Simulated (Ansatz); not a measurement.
Consider the formal exchange of groups at the Sn–O bond: `[OH][SnH2][O][SiH3]` + `O=CCO` → `O=[CH][SnH2][OH]` + `OCO[SiH3]`.

Program: Ansatz. Geometries: PBE0-D4/def2-TZVP. ΔE: electronic, gas phase. CCSD(T)/CBS is the MP2 limit (def2-TZVPP, def2-QZVPP) plus CCSD(T) − MP2 in def2-TZVPP, frozen cores. DFT in def2-TZVPP. def2 core potentials past Kr. For Sn outer-core shells are correlated without core-valence functions, which leaves a few kJ/mol of doubt a bond. Each species was taken in one conformer, which may not be the lowest.

`[OH][SnH2][O][SiH3]`:

Z-matrix (Å, degrees):
```
Sn
O 1 1.956
O 1 1.956 2 106.2
H 1 1.695 2 109.4 3 -112.7
H 1 1.699 2 104.2 3 118.1
Si 2 1.632 1 135.7 3 52.6
H 3 0.960 1 113.9 2 64.7
H 6 1.492 2 111.2 1 33.0
H 6 1.489 2 111.2 1 -87.5
H 6 1.487 2 108.9 1 152.8
```

`O=CCO`:

Cartesian coordinates in Å:
```
O 0.287 0.019 -1.700
C 0.206 -0.622 -0.685
C -0.110 0.023 0.628
O -0.286 1.393 0.509
H 0.363 -1.718 -0.676
H -1.011 -0.469 1.030
H 0.708 -0.223 1.324
H -0.157 1.597 -0.429
```

`O=[CH][SnH2][OH]`:

```xyz
8

O    -0.004   -1.661    1.186
C     0.591   -0.619    1.155
Sn    0.070    0.781   -0.472
O    -1.304   -0.286   -1.377
H     1.365   -0.397    1.925
H     1.342    1.069   -1.574
H    -0.645    2.235    0.068
H    -1.416   -1.122   -0.911
```

`OCO[SiH3]`:

Cartesian coordinates in Å:
```
O -0.180 1.728 -1.520
C -0.078 1.073 -0.308
O 0.016 -0.314 -0.513
Si 0.276 -1.411 0.684
H -0.980 1.426 -1.960
H -0.944 1.280 0.339
H 0.831 1.456 0.169
H 0.321 -2.738 0.031
H 1.559 -1.131 1.387
H -0.822 -1.369 1.690
```

CCSD(T)/CBS gives +139.7 kJ/mol.

Task: Another level gave +136.7 kJ/mol. Which?
A. B97M-V/def2-TZVPP
B. LDA (SPW92)/def2-TZVPP
C. revPBE/def2-TZVPP
D. r2SCAN0-D4/def2-TZVPP

Result: D. r2SCAN0-D4 136.7, B97M-V 141.9, revPBE 119.5, LDA (SPW92) 126.1 kJ/mol.

Largest T1 diagnostic among the species: 0.016.

From PBE to PBE0 (25 % exact exchange), in def2-TZVPP and without D4, ΔE moves by +7.0 kJ/mol. At CCSD(T), def2-SVP lies −9.8 kJ/mol from the extrapolated value and def2-TZVPP −6.0 kJ/mol. Leaving LDA and LC-ωPBE aside and taking each functional with its dispersion term where it has one, the values, not all of them listed here, spread over 20.9 kJ/mol, from revPBE-D4 to B97M-V. LDA lies +3.9 kJ/mol from PBE without D4.
